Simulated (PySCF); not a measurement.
## One B site, 4 surroundings

Gas-phase molecules, one conformer each, optimised by PBE0-D3(BJ)/def2-SVP. No frequency run checks that these structures are minima. Shifts by GIAO PBE0/pcSseg-1 against computed BF3.OEt2. Core levels by delta-SCF with SCAN, pcX-2 on the ionised atom and pcseg-1 elsewhere, spin-free X2C (2p3/2 is the spin-free 2p value less a third of a first-order spin-orbit splitting); from the vacuum level. Excitations by CAM-B3LYP/def2-SVPD.

(1) Order these by the core level of B (eV), lowest first.
A. O[BH-]1[PH2+][BH2-][PH2+][BH2-][PH2+]1 (B bonded to 1 O + 2 P + 1 H)
B. [SiH3][BH-]1[PH2+][BH2-][PH2+][BH2-][PH2+]1 (B bonded to 2 P + 1 Si + 1 H)
C. C#C[BH-]1[PH2+][BH2-][PH2+][BH2-][PH2+]1 (B bonded to 1 C + 2 P + 1 H)
D. C[BH-]1[PH2+][BH2-][PH2+][BH2-][PH2+]1 (B bonded to 1 C + 2 P + 1 H)

(2) Give the other values.

Answers

(1) B (194), D (194.1), C (194.67), A (195.33).

(2) 
| structure (SMILES) | B bonded to | shift of B (ppm) | core level of B (eV) | lowest singlet (eV) |
| --- | --- | --- | --- | --- |
| C[BH-]1[PH2+][BH2-][PH2+][BH2-][PH2+]1 | 1 C + 2 P + 1 H | -37.0 | 194.10 | 6.52 |
| O[BH-]1[PH2+][BH2-][PH2+][BH2-][PH2+]1 | 1 O + 2 P + 1 H | -15.4 | 195.33 | 5.95 |
| [SiH3][BH-]1[PH2+][BH2-][PH2+][BH2-][PH2+]1 | 2 P + 1 Si + 1 H | -51.4 | 194.00 | 6.40 |
| C#C[BH-]1[PH2+][BH2-][PH2+][BH2-][PH2+]1 | 1 C + 2 P + 1 H | -43.3 | 194.67 | 6.03 |
